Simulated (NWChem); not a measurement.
**Polarisability of phosphorus nitride (NP)**

```xyz
2

N      0.0000     0.0000     1.0149
P      0.0000     0.0000    -0.4736
```
Charge 0, spin multiplicity 1.

Program: NWChem. All single points use one geometry, from PBE0/def2-SVP, a minimum by its harmonic frequencies.

Basis set: def2-SVPD. The field's frequency is 0.0773 Ha (589 nm).

The correlated methods keep 6 core orbitals frozen. B3LYP has NWChem's definition, with VWN1-RPA local correlation. Coupled-cluster values serve here as a point of comparison, not as the truth.

Task: For the isotropic polarisability, PBE0 gives 26.96 bohr³ and B3LYP gives 26.95 bohr³. What do HF, CCSD linear response, PBE give?

Result: HF: 26.71 bohr³; CCSD linear response: 26.85 bohr³; PBE: 27.33 bohr³.
